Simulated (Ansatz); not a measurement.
BAsH6SO2, closed shell: at a first-order saddle point.

The input file, in.yaml:

```yaml
crystal:
  periodic: [false, false, false]
  atoms:
    - {symbol: B, position_ang: [0.207913, -0.492171, -0.387351]}
    - {symbol: S, position_ang: [-0.022503, 1.528339, -1.175121]}
    - {symbol: O, position_ang: [-0.834354, -1.286213, -0.806328]}
    - {symbol: O, position_ang: [1.518502, -0.883206, -0.581177]}
    - {symbol: H, position_ang: [-0.139781, 0.770130, 0.311612]}
    - {symbol: As, position_ang: [-0.186906, -0.339492, 1.870584]}
    - {symbol: H, position_ang: [-1.343234, 1.354006, -1.329414]}
    - {symbol: H, position_ang: [-0.586038, -1.796511, -1.582662]}
    - {symbol: H, position_ang: [2.174086, -0.185623, -0.553857]}
    - {symbol: H, position_ang: [0.678456, 0.849654, 2.272036]}
    - {symbol: H, position_ang: [-1.466240, 0.480988, 1.961678]}
basis:
  gaussian: {orbitals: def2-TZVPP}
hamiltonian: {xc: pbe}
correlation: {method: rpa}
```

Command:

```bash
ansatz run in.yaml --threads 8 --pin off --events-out ev --progress --plain --max-ram 19148MiB
```

Output of Ansatz 0.2.0:

```
Functional definition: PBE
  name "PBE"
  cite "Perdew, Burke & Ernzerhof, Phys. Rev. Lett. 77, 3865 (1996) doi:10.1103/PhysRevLett.77.3865"
  parent pbe
  parameter kappa = 0.804
  parameter beta = 0.06672455060314922
  exchange = pbe_x(kappa = kappa, mu = beta*pi^2/3)
  correlation = pbe_c(beta = beta)
1627 factors; integrals over basis functions are off by at most 1.1e-3 eV
mean field evaluation 1: about -76517.9648 eV, gradient 8.3e1 eV
mean field evaluation 2: about -76517.9544 eV, gradient 8.3e1 eV
mean field evaluation 4: about -76526.8585 eV, gradient 3.0e1 eV
mean field evaluation 8: about -76529.5550 eV, gradient 7.0e-1 eV
mean field evaluation 16: about -76529.5546 eV, gradient 2.0e-3 eV
mean field -76529.55455536 eV, -2812.4092563142 hartree, gradient 4.4e-6 eV, S^2 0.000000; 0 other end points of the search recorded, 0 dependent functions left out
17 core orbitals not correlated: weight in the atoms' cores, before any rotation towards them, 1.000 or more for the frozen orbitals, at most 0.000 for the correlated occupied ones
reference -76454.93267601 eV, -2809.6669528287 hartree; 21, 21 occupied and 229, 229 virtual orbitals, 1627 factors
Total energy: -76501.36628317 eV, -2811.3733564180 hartree
```

Time: 4.1 s of wall clock on 8 CPU threads of an Arm Neoverse V2; the host was shared. Peak host memory: 0.71 GiB.
